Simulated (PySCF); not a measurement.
Solvent effects on NMR parameters

Geometry:
| atom | x (Å) | y (Å) | z (Å) |
| --- | --- | --- | --- |
| C1 | 3.309 | -0.398 | -1.244 |
| C2 | 2.015 | -0.819 | -0.612 |
| O3 | 1.825 | -1.863 | -0.045 |
| O4 | 1.076 | 0.127 | -0.762 |
| C5 | -0.221 | -0.149 | -0.231 |
| C6 | -0.288 | 0.120 | 1.273 |
| C7 | -1.750 | -0.034 | 1.713 |
| Si8 | -2.728 | 0.692 | 0.252 |
| C9 | -1.249 | 0.724 | -0.941 |
| H10 | 4.067 | -1.171 | -1.081 |
| H11 | 3.642 | 0.559 | -0.818 |
| H12 | 3.158 | -0.237 | -2.322 |
| H13 | -0.436 | -1.218 | -0.401 |
| H14 | 0.060 | 1.153 | 1.447 |
| H15 | 0.392 | -0.556 | 1.814 |
| H16 | -2.007 | -1.101 | 1.825 |
| H17 | -1.951 | 0.445 | 2.682 |
| H18 | -3.848 | -0.187 | -0.204 |
| H19 | -3.280 | 2.058 | 0.507 |
| H20 | -1.455 | 0.384 | -1.966 |
| H21 | -0.857 | 1.753 | -1.004 |

GIAO PBE0/pcSseg-1 in PySCF 2.14 on one PBE0-D3(BJ)/def2-SVP conformer, non-relativistic, equivalent nuclei averaged. Solvents enter as an IEF-PCM continuum (benzene with ε = 2.3, dimethylsulfoxide with ε = 46.8) around the gas-phase geometry. Shifts are referred to TMS computed in the same medium.

Gas phase, δ in ppm: C2 174.2, C5 76.4, C6 32.9, C1 22.4, C9 14.5, C7 4.6, Si8 -30.8, H13 4.41, H19 4.21, H18 4.19, H15 2.46, H10/H11/H12 1.97, H20 1.19, H21 1.01. Dipole moment 1.69 D.

(1) How does each δ change in the continuum?

(2) Which of the listed nuclei move most (in ppm), and what does the model miss? (N and O are left out, as their reference compounds move with the solvent too.)

## Answers

(1) 
| atoms | environment | Δδ, benzene | Δδ, dimethylsulfoxide |
| --- | --- | --- | --- |
| C2 | ester carbonyl carbon | +2.2 | +4.9 |
| C5 | sp3 CH bonded to O | +0.7 | +1.5 |
| C6 | sp3 CH2 in a ring | +0.4 | +0.8 |
| C1 | methyl carbon α to a carbonyl | +0.6 | +1.4 |
| C9 | sp3 CH2 bonded to Si | +0.3 | +0.6 |
| C7 | sp3 CH2 bonded to Si | +0.3 | +0.8 |
| Si8 | silicon bonded to 2 C, 2 H, in a 5-membered ring | +0.4 | +1.0 |
| H13 | hydrogen on an sp3 CH bonded to O | 0.00 | 0.00 |
| H19 | hydrogen on a silicon bonded to 2 C, in a 5-membered ring | -0.04 | -0.08 |
| H18 | hydrogen on a silicon bonded to 2 C, in a 5-membered ring | -0.04 | -0.10 |
| H15 | hydrogen on an sp3 CH2 in a ring | -0.07 | -0.20 |
| H10/H11/H12 | hydrogen on a methyl carbon α to a carbonyl | +0.08 | +0.17 |
| H20 | hydrogen on an sp3 CH2 bonded to Si | +0.05 | +0.11 |
| H21 | hydrogen on an sp3 CH2 bonded to Si | +0.03 | +0.06 |

Changes are relative to the gas phase. The dipole moment becomes 1.90 D in benzene, 2.20 D in dimethylsulfoxide.

(2) C2 (ester carbonyl carbon, +4.9 ppm) in dimethylsulfoxide. A continuum only polarises the solute; specific hydrogen bonds, the anisotropy of aromatic solvents and changes of geometry or conformer are outside it.
